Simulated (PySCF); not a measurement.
Numbering as in the mapped SMILES `[CH2:1]=[CH:2][SiH:3]1[CH2:4][CH2:5][P:6]([CH3:7])[CH2:8][CH2:9]1` (H(Xn): hydrogen on atom n). Ha(C4), Ha(C5), Ha(C8), Ha(C9) are cis to C2 on the ring; Ha(C1) is cis to Si3; Hb(C4), Hb(C5), Hb(C8), Hb(C9) are trans to C2 on the ring; Hb(C1) is trans to Si3.

[PySCF 2.14: geometry from GFN2-xTB; shielding tensors at PBE0/pcSseg-1 (GIAO); no solvent model; relativity neglected; one conformer; fast rotation and ring inversion assumed for equivalent nuclei]

References, each an isolated molecule treated in the same way: TMS for ¹³C, ¹H, ²⁹Si; ³¹P against H3PO4.

```tsv
atoms	nucleus	count	δ (ppm)
Hb(C1)	¹H	1	6.53
C1	¹³C	1	142.9
Hb(C4)/Hb(C9)	¹H	2	1.30
H(C7)	¹H	3	0.98
Ha(C4)/Ha(C9)	¹H	2	?
C4/C9	¹³C	2	?
C5/C8	¹³C	2	?
Si3	²⁹Si	1	?
Ha(C5)/Ha(C8)	¹H	2	2.06
H(Si3)	¹H	1	4.36
Ha(C1)	¹H	1	?
C7	¹³C	1	17.7
P6	³¹P	1	-63.9
Hb(C5)/Hb(C8)	¹H	2	1.17
C2	¹³C	1	142.6
H(C2)	¹H	1	6.58
```

**Question.** Complete the table.

**Answer.** 
- C5/C8: 33.3 ppm, sp3 CH2 bonded to P
- C4/C9: 13.0 ppm, sp3 CH2 bonded to Si
- Ha(C1): 6.05 ppm, hydrogen on a terminal =CH2 carbon; attached to an sp2 carbon and in the plane of the double bond
- Ha(C4)/Ha(C9): 1.00 ppm, hydrogen on an sp3 CH2 bonded to Si
- Si3: -29.3 ppm, silicon bonded to 3 C, H, in a 6-membered ring

Shifts are as computed. Against solution values, carbons near 30 ppm lie about +3 ppm off and those near 130 ppm about +5 ppm. Of 1211 compounds with measured shifts, 218 miss one by over three times the rms of a fit or turn the order of signals round; such compounds aren't used in these exercises. Experimental scales use liquid or dissolved standards, which lie at an offset from isolated H3PO4.
